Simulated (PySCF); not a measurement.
BH9Si3: core ionisation energies

B(SiH3)3.
Cartesian coordinates in Å at the PBE0-D3(BJ)/def2-SVP level; atoms count from 1:
```xyz
13
BH9Si3 angstrom
B      0.0050   -0.0047    0.0232
Si     2.0141    0.0347   -0.0175
H      2.6353    1.3949    0.0326
H      2.4603   -0.6418   -1.2808
H      2.5406   -0.7674    1.1356
Si    -1.0345    1.7157    0.0376
H     -0.5466    2.6038    1.1424
H     -2.5185    1.5738    0.1624
H     -0.7386    2.4076   -1.2617
Si    -0.9706   -1.7619    0.0048
H     -0.1086   -2.9813   -0.0908
H     -1.9400   -1.7770   -1.1395
H     -1.7673   -1.8484    1.2740
```

Method: PySCF, delta-SCF UKS SCAN, pcX-2 on the ionised atom, pcseg-1 elsewhere, spin-free X2C. Vertical ΔSCF values, vacuum level as zero.

Task: List the computed XPS lines with their assignment.

Result: 
| atom(s) | environment | level | binding energy (eV) | 2p1/2 (eV) | count |
| --- | --- | --- | --- | --- | --- |
| B1 | boron bonded to 3 Si | B 1s | 195.59 | – | 1 |
| Si2/Si6/Si10 | silicon bonded to B and 3 H | Si 2p3/2 | 106.38 | 107.01 | 3 |
| Si2/Si6/Si10 | silicon bonded to B and 3 H | Si 1s | 1846.12 | – | 3 |

Task: Which photon wavelength matches the B 1s of B1 threshold?

Result: λ = hc/E = 12398.42 eV Å / 195.59 eV = 63.390 Å.

Task: Which effective nuclear charge Zeff reproduces each element's mean 1s value in the hydrogen-like formula E = 13.606 eV × Zeff²?

Result: B (Z = 5): mean 195.6 eV, Zeff = 3.79, Z − Zeff = 1.21; Si (Z = 14): mean 1846.1 eV, Zeff = 11.65, Z − Zeff = 2.35. Means run over the listed sites, weighted by atom count.

One atom of each set of topologically equivalent atoms was ionised and stands for the set; in this conformer not all members are related by symmetry, and their own values weren't computed. 2p3/2 and 2p1/2 are the ΔSCF energy of one spin-free 2p hole plus the eigenvalues of a spin–orbit and ligand-field matrix of the shell. 2p1/2 minus 2p3/2 (ligand field included): Si 0.62 eV. Geometry: PBE0-D3(BJ)/def2-SVP; no solvent, vibrations or thermal averaging.
